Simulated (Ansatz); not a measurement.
`BCCCO` and `CBCCO` differ in one atom or group.

Ansatz, PBE0-D4/def2-TZVP geometries, multiplicity 1. Each molecule was computed in one conformer, which needn't be the lowest.

```json
{"property": "zero-point energy (PBE0-D4/def2-TZVP) / kJ/mol", "`BCCCO`": "311.1"}
{"property": "HOMO–LUMO gap (B3LYP/def2-TZVPP) / eV", "`BCCCO`": "5.99"}
{"property": "HOMO energy (ωB97M-V/def2-TZVPP) / eV", "`BCCCO`": "-10.26"}
{"property": "HOMO–LUMO gap (PBE0/def2-TZVPP) / eV", "`BCCCO`": "6.48"}
{"property": "HOMO–LUMO gap (ωB97M-V/def2-TZVPP) / eV", "`BCCCO`": "10.80"}
{"property": "HOMO–LUMO gap (PBE/def2-TZVPP) / eV", "`BCCCO`": "3.84"}
```

(1) Give the same properties after the change, and the shifts. (Estimate.)

Answers

(1) The calculation gave: 
```csv
property,`CBCCO`,shift
zero-point energy (PBE0-D4/def2-TZVP) / kJ/mol,311.6,0.5
HOMO–LUMO gap (B3LYP/def2-TZVPP) / eV,6.40,0.41
HOMO energy (ωB97M-V/def2-TZVPP) / eV,-10.08,0.18
HOMO–LUMO gap (PBE0/def2-TZVPP) / eV,6.86,0.38
HOMO–LUMO gap (ωB97M-V/def2-TZVPP) / eV,11.22,0.42
HOMO–LUMO gap (PBE/def2-TZVPP) / eV,4.21,0.37
```

With PBE0 the HOMO rises by 0.17 eV and the LUMO rises by 0.56 eV, so the gap widens by about 0.39 eV. PBE moves the HOMO by 0.20 eV and ωB97M-V by 0.18 eV.

Positive LUMOs are unbound, so they and the gaps depend on the basis.

B3LYP here is the variant with VWN-RPA as its local correlation; programs differ in this.
